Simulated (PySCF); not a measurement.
# Ionisation energy of O²⁺ by level of theory

O²⁺ [He] 2s2 2p2 (3P) → O³⁺ [He] 2s2 2p1 (2P), as a difference of total energies. Computed with PySCF 2.14 in def2-SVP, with no relativity, point nucleus. Correlated levels: valence: 1s2 frozen. The calculations carry no spin-orbit coupling.

```tsv
method	ionisation energy (eV)	difference from reference (eV)
UHF	54.789	-0.147
M06-L	55.362	+0.426
MN15	55.315	+0.379
MP2 (valence)	54.915	-0.021
SCS-MP2 (valence)	54.812	-0.124
CCSD (valence)	54.644	-0.292
CCSD(T) (valence)	54.648	-0.288
```

Reference: 54.936 eV (semi-empirical (NIST evaluation); NIST Atomic Spectra Database, ionization energies).

Errors of the correlated levels include the incompleteness of this basis and the frozen core.
